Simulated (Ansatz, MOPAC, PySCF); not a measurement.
Complex: CH4 (SMILES C) (first 5 atoms) with H2S (SMILES S); geometry from B3LYP-D3(BJ)/def2-TZVP, rigid monomers moved along the line of their centres of mass till C1···H8 is 3.45 Å.
(charge 0, multiplicity 1):
```xyz
8

C     -0.0080    -0.0567     0.1689
H     -0.8535     0.2177     0.7981
H     -0.2160     0.2255    -0.8621
H      0.8882     0.4591     0.5116
H      0.1503    -1.1334     0.2223
S      0.4858    -0.0887     4.5535
H      0.4230     1.0195     3.7989
H      0.5048    -0.8869     3.4748
```

Counterpoise-corrected where a basis set is named; no monomer relaxation.

Frozen-core correlation. CBS(a, b) extrapolates the correlation energy as X⁻³ and adds the Hartree–Fock energy of set b. Rows in 6-31G* carry no dispersion term and start afresh at each structure (6-31G* with six Cartesian d functions). MP2/6-31G* freezes PySCF's default core. The state that PM3 reach isn't checked.

The values were computed with Ansatz (an electronic-structure program); MOPAC for PM3 (differences of heats of formation); PySCF for 6-31G* rows. Values without a source in brackets are computed.

Q: Estimate the interaction energy that PM3 returns for this input.

A: -5 meV
